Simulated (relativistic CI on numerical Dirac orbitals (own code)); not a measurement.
# Ligand-field terms of d2

Computed with a parametric ligand-field model of a d^n configuration (Racah B and C, spin-orbit zeta, crystal field), exact diagonalisation.

Field parameters in Wybourne normalisation: Oh B⁴₀ = 21Dq, B⁴₄ = √(5/14) B⁴₀. The field is a parameter set, without covalency.

Question: Ground term and bands for B = 330, C = 1160, ζ = 0 cm⁻¹, Oh, 10Dq = 34850 cm⁻¹?

Answer: Ground term 3T1 with 0.00 electrons in the two orbitals of the cubic e set. Spin-allowed: 3T2 33963 cm⁻¹ (294 nm), 3T1 38027 cm⁻¹ (263 nm), 3A2 68813 cm⁻¹ (145 nm). Lowest spin-forbidden: 1T2 4366 cm⁻¹ (2291 nm), 1E 4385 cm⁻¹ (2281 nm), 1A1 10562 cm⁻¹ (947 nm).

Question: A d2 ion in Oh symmetry has the ground term 3T1 and bands at 1T2 12419 cm⁻¹ (805 nm), 1E 12614 cm⁻¹ (793 nm), 3T2 17197 cm⁻¹ (581 nm), 1A1 26329 cm⁻¹ (380 nm), 3T1 27245 cm⁻¹ (367 nm), 3A2 35897 cm⁻¹ (279 nm). Which parameters reproduce them?

Answer: B = 770, C = 3690, ζ = 0 cm⁻¹, Oh, 10Dq = 18700 cm⁻¹.

Question: Ground term and bands for B = 970, C = 3970, ζ = 0 cm⁻¹, Oh, 10Dq = 23350 cm⁻¹?

Answer: Ground term 3T1 with 0.03 electrons in the two orbitals of the cubic e set. Spin-allowed: 3T2 21463 cm⁻¹ (466 nm), 3T1 34126 cm⁻¹ (293 nm), 3A2 44813 cm⁻¹ (223 nm). Lowest spin-forbidden: 1T2 14290 cm⁻¹ (700 nm), 1E 14538 cm⁻¹ (688 nm), 1A1 30808 cm⁻¹ (325 nm).

Question: A d2 ion in Oh symmetry has the ground term 3T1 and bands at 1T2 8351 cm⁻¹ (1197 nm), 1E 8430 cm⁻¹ (1186 nm), 1A1 19444 cm⁻¹ (514 nm), 3T2 28129 cm⁻¹ (356 nm), 3T1 35958 cm⁻¹ (278 nm), 3A2 57729 cm⁻¹ (173 nm). Which parameters reproduce them?

Answer: B = 620, C = 2200, ζ = 0 cm⁻¹, Oh, 10Dq = 29600 cm⁻¹.

Question: A d2 ion in Oh symmetry has the ground term 3T1 and bands at 3T2 4558 cm⁻¹ (2194 nm), 1T2 5925 cm⁻¹ (1688 nm), 1E 6119 cm⁻¹ (1634 nm), 3A2 9708 cm⁻¹ (1030 nm), 3T1 10117 cm⁻¹ (988 nm), 1T2 11451 cm⁻¹ (873 nm). Which parameters reproduce them?

Answer: B = 410, C = 1610, ζ = 0 cm⁻¹, Oh, 10Dq = 5150 cm⁻¹.
